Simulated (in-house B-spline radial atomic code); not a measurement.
A fraction x of an electron is moved 3p → 4f in Br+, starting from [Ar] 3d10 4s2 4p4 and keeping the highest spin. Computed with a B-spline radial code for spherical atoms: non-relativistic HSE06, spin-polarised, spherical fractional occupations, point nucleus.

Caution: exact exchange at fractional occupations of open shells leaves self-interaction of up to several eV.

```tsv
x	E(x) - E(0) (eV)	3p down level (eV)	4f up level (eV)
0	0.0000	-190.525	-
0.125	23.7922	-192.907	-1.560
0.25	47.8443	-195.272	-1.775
0.375	?	?	?
0.5	96.7663	-199.973	-2.084
0.625	?	?	?
0.75	146.7910	-204.637	-2.329
0.875	172.2175	-206.955	-2.439
1	197.9198	-209.261	-2.543
```

(1) What belongs in the row x = 0.375?

(2) What belongs in the row x = 0.625?

(3) Check Janak's theorem between x = 0.125 and 0.25.

Answers

(1) An energy change of 72.1680 eV; 3p down at -197.626 eV, 4f up at -1.941 eV.

(2) An energy change of 121.6405 eV; 3p down at -202.310 eV, 4f up at -2.212 eV.

(3) The slope of the energy is 192.42 eV; the orbital levels give 192.42 eV (ε of the receiving orbital less ε of the emptying one, averaged over the two points).
